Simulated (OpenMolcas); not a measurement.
**Mn IV: effect of the IPEA shift**

```
Program             : OpenMolcas 26.06
Basis               : ANO-L-VTZP [6s5p3d2f1g]
Scalar Hamiltonian  : non-relativistic, point nucleus
Active space        : 4 electrons in 5 orbitals (3d)
State averaging     : 2S+1 = 5 even, 5 roots; 2S+1 = 3 even, 45 roots; 2S+1 = 1 even, 50 roots
Spin-orbit coupling : state interaction with AMFI integrals over the reference wave functions, term energies averaged over their components
```

Methods on the same reference wave functions:
A. CASSCF
B. MS-CASPT2, IPEA 0 Eh, imaginary shift 0.1 Eh (closed shells correlated: 3s 3p)
C. MS-CASPT2, IPEA 0.25 Eh, imaginary shift 0.1 Eh (closed shells correlated: 3s 3p)

Energies in cm-1 above 3d4 5D0, the measured ground level; measured values from Corliss and Sugar, J. Phys. Chem. Ref. Data 6, 1253 (1977).

```
     Level      A      B      C  Measured
   3d4 5D0    0.0    0.0    0.0       0.0
   3d4 5D1    105    107    107      99.0
   3d4 5D2    310    315    314       287
   3d4 5D3    608    614    613       552
   3d4 5D4    989    993    992       886
   3d4 3H4  23590  21320  21750     21281
   3d4 3H5  23807  21540  21980     21475
   3d4 3H6  24050  21800  22230     21679
3d4 3P0(1)  25384  20290  20950     20654
3d4 3P1(1)  26000  20930  21590     21279
3d4 3P2(1)  27106  22030  22700     22325
3d4 3F2(1)  27145  22670  23340     22791
3d4 3F3(1)  27214  22750  23420     22862
3d4 3F4(1)  27331  22870  23540     22959
   3d4 3G3  29754  25640  26150     25440
   3d4 3G4  30016  25910  26420     25671
   3d4 3G5  30234  26150  26650     25878
   3d4 1I6  35469  32670  32890          
3d4 1G4(1)  37402  31930  32330          
   3d4 3D3  38426  31610  32340     31385
   3d4 3D2  38511  31700  32430     31474
   3d4 3D1  38605  31790  32520     31581
3d4 1S0(1)  43408  33910  34800          
3d4 1D2(1)  46433  40830  41090
```

Deviations, from unrounded energies. A percentage is the sum of absolute deviations over the sum of measured energies, with the sign that they share, or ± where signs differ.

| Against measurement | Levels | A | B | C |
| --- | --- | --- | --- | --- |
| mean absolute deviation (cm-1) | 19 | 3600 | 160 | 500 |
| fine structure of the ground term (%) | 4 | +10.3 | +11.2 | +11.1 |
| other terms of the ground configuration (%) | 15 | +18.6 | ±0.8 | +2.5 |

B lies closest to measurement on these levels and A furthest from it. The largest miss of B in the table is 3d4 3P0(1), by -360 cm-1. The ranking rests on the paired levels alone, and a cruder setting can come out closer through cancelling errors.

Between B and C the level of the table that moves most is 3d4 1S0(1), by 890 cm-1 (lowest in B, highest in C). Moves below CASPT2's spread within the term are not significant.

The mean deviations of B to C differ by less than CASPT2's widest spread within a term (990 cm-1), so their order carries little weight.

From A to B the spin-free energies of the other terms of 3d4 shown, above 5D, scale by factors of 0.78 to 0.92, as is usual when dynamic correlation screens the repulsion within a d or f shell.

The lowest spin-free term lies below A's lowest term by 0.321 hartree in B, 0.313 hartree in C.

Term energies are means over components that CASPT2 splits; among the terms shown or strongly mixed into the levels shown the widest spread is 990 cm-1 (3d4 1I, C). The CASPT2 spread within a term exceeds the gap to the next term for 3d4 3D and 3d4 1G(1), so the order of their levels is uncertain (figures for B; the like holds for C). Without dynamic correlation excited terms often stand tens of per cent too high (terms of higher spin than the ground term too low), and those without a measured partner can miss by more than the paired ones (holds for A). Measured partners are found by configuration, term and J. A level has none where our copy of the source lacks it or the pairing is in doubt (some pairs that miss far off the trend of their configuration count as doubtful), and it then counts in no deviation. Only configurations of the active space appear. The table leaves out levels that lie high or whose names do not pair safely across all columns.

A number in round brackets counts repeated terms of one configuration in the order of the reference energies.
